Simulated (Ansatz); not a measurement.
C₆H₁₃O (SMILES CC(C)CC(C)[O]), doublet, at a GFN2-xTB geometry; PBE0/STO-3G in Ansatz (a first-principles code).

Input for Ansatz:
Ansatz 0.2 input:
```yaml
crystal:
  periodic: [false, false, false]
  atoms:
    - {symbol: C, position_ang: [-1.67610598, 0.98541659, -1.07040509]}
    - {symbol: C, position_ang: [-1.19070844, 0.71785795, 0.35173221]}
    - {symbol: C, position_ang: [-1.64890645, -0.63895506, 0.84741891]}
    - {symbol: C, position_ang: [0.33059546, 0.81199669, 0.48172225]}
    - {symbol: C, position_ang: [1.04816037, -0.27968169, -0.38376050]}
    - {symbol: C, position_ang: [2.55492856, -0.18368728, -0.04124539]}
    - {symbol: O, position_ang: [0.58476204, -1.50640383, -0.12987006]}
    - {symbol: H, position_ang: [-1.39088231, 0.16853571, -1.72753895]}
    - {symbol: H, position_ang: [-1.25187872, 1.90963993, -1.45674060]}
    - {symbol: H, position_ang: [-2.76022408, 1.07265897, -1.08726425]}
    - {symbol: H, position_ang: [-1.60183563, 1.49960876, 1.00765375]}
    - {symbol: H, position_ang: [-0.88404274, -1.35882879, 0.43982627]}
    - {symbol: H, position_ang: [-2.62803776, -0.92343085, 0.47487330]}
    - {symbol: H, position_ang: [-1.61580379, -0.72052539, 1.93051665]}
    - {symbol: H, position_ang: [0.61205366, 0.64805623, 1.52316519]}
    - {symbol: H, position_ang: [0.69218613, 1.79035404, 0.16454190]}
    - {symbol: H, position_ang: [0.91194761, 0.00086050, -1.44913813]}
    - {symbol: H, position_ang: [2.91622846, 0.82492410, -0.22094263]}
    - {symbol: H, position_ang: [2.71640406, -0.45534520, 0.99846037]}
    - {symbol: H, position_ang: [3.09800753, -0.88296059, -0.67122699]}
basis:
  gaussian:
    orbitals: STO-3G
    symmetry_tolerance_ang: 0.01
hamiltonian:
  xc: pbe0
magnetization: {spin_polarized: true, initial_magnetization: 1}
```

The log (banner, timings and long lists left out):

```
Functional definition: PBE0
694 factors; integrals over basis functions are off by at most 4.4e-5 eV
mean field evaluation 1: about -8364.3061 eV, gradient 1.4e1 eV
mean field evaluation 2: about -8364.5236 eV, gradient 1.5e1 eV
mean field evaluation 4: about -8365.8604 eV, gradient 5.6e-1 eV
mean field evaluation 8: about -8365.8321 eV, gradient 1.9e-2 eV
mean field evaluation 16: about -8365.8321 eV, gradient 1.2e-3 eV
mean field evaluation 32: about -8365.8278 eV, gradient 3.0e-1 eV
mean field -8365.83214971 eV, -307.4386609370 hartree, gradient 4.8e-6 eV, S^2 0.752603; 2 other end points of the search recorded, 0 dependent functions left out
reference -8365.83217183 eV, -307.4386617499 hartree; 29, 28 occupied and 19, 20 virtual orbitals, 694 factors
Total energy: -8365.83217183 eV, -307.4386617499 hartree
```
